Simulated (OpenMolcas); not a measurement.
# Mo4+: effect of the active space

| Quantity | Value |
| --- | --- |
| Program | OpenMolcas |
| Method | CASSCF |
| Basis | ANO-R1 |
| Scalar Hamiltonian | X2C, finite nucleus |
| Spin-orbit coupling | RASSI with atomic mean-field integrals over the reference wave functions, term energies averaged over their components |

A. 2 electrons in 5 orbitals (4d); 2S+1 = 3 even, 10 roots; 2S+1 = 1 even, 15 roots; cost about 4 core-seconds
B. 2 electrons in 10 orbitals (4d 5d); 2S+1 = 3 even, 10 roots; 2S+1 = 1 even, 15 roots kept (CI in the orbitals of an earlier block); cost of the order of 11 core-seconds

Energies in cm⁻¹ above 4d² ³F₂, the measured ground level; measured values from Sugar and Musgrove, J. Phys. Chem. Ref. Data 17, 155 (1988).

```csv
Level,A,B,Measured
4d² ³F₂,0.0,0.0,0.0
4d² ³F₃,1469,1473,1578
4d² ³F₄,3188,3196,3357
4d² ¹D₂,12587,12542,10190
4d² ³P₀,13670,13630,11161
4d² ³P₁,14261,14214,11807
4d² ³P₂,15773,15718,13408
4d² ¹G₄,19055,18989,16354
4d² ¹S₀,44771,44295,37738
```

Deviations, from unrounded energies. A percentage is the sum of absolute deviations over the sum of measured energies, with the sign that they share, or ± where signs differ.

```
                        Against measurement  Levels      A      B
             mean absolute deviation (cm-1)       8   2500   2400
      fine structure of the ground term (%)       2   -5.7   -5.4
other terms of the ground configuration (%)       6  +19.3  +18.6
```

A, B lie about equally close to measurement. The largest miss of B in the table is 4d² ¹S₀, by +6600 cm-1. The ranking rests on the paired levels alone, and a cruder setting can come out closer through cancelling errors.

Between A and B the level of the table that moves most is 4d² ¹S₀, by 480 cm-1 (lowest in B, highest in A).

Without dynamic correlation excited terms often stand tens of per cent too high (terms of higher spin than the ground term too low), and those without a measured partner can miss by more than the paired ones. The basis is small and was not contracted for so high a charge. Terms from blocks run as CI alone lack orbitals of their own (holds for B). Active for correlation alone: 5d; no level in the range computed is led by a configuration that fills it, so any true level of that kind is missing (holds for B). Computed and measured levels are paired by configuration, term and J; levels that our copy of the source lacks, or whose pairing is in doubt (as where it misses far off the trend of its configuration), stay unpaired and out of the deviations. Only configurations of the active space appear.
